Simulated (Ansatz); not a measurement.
Loss of CH3F: Ge(CH3)F3 → GeF2 + CH3F

Species: Ge(CH3)F3, singlet; GeF2 `[F][Ge][F]`, singlet; CH3F (fluoromethane) `CF`, singlet. 

Shapes, held fixed at every level: PBE0-D4/def2-TZVP. Programs: Ansatz 0.2.0. The zero-point and thermal change to 298 K, harmonic and unscaled (PBE0-D4/def2-TZVP), is -1.2 kJ/mol.

```
                level                   kind  ΔH(298 K) (kJ/mol)  less CCSD(T)/def2-TZVPP
          HF/def2-SVP           Hartree–Fock              +199.0                    -24.8
     SPW92/def2-TZVPP                    LDA              +212.3                    -11.5
  B3LYP-D4/def2-TZVPP          global hybrid              +177.9                    -45.9
r2SCAN0-D4/def2-TZVPP          global hybrid              +226.6                     +2.8
    B2PLYP/def2-TZVPP          double hybrid              +195.1                    -28.7
         MP2/def2-SVP    perturbation theory              +233.5                     +9.7
      CCSD/def2-TZVPP  coupled cluster or CI              +222.8                     -1.0
   CCSD(T)/def2-TZVPP  coupled cluster or CI              +223.8                      0.0
```

The highest level, CCSD(T)/def2-TZVPP, gives ΔH(298 K) = +223.8 kJ/mol; the levels span +177.9 to +233.5. The column of differences is taken from that level and isn't an error. No measured value is set beside it here. Relativity is left out for Ge unless named. Correlated rows may include outer-core shells of Ge, which these sets cover unevenly.
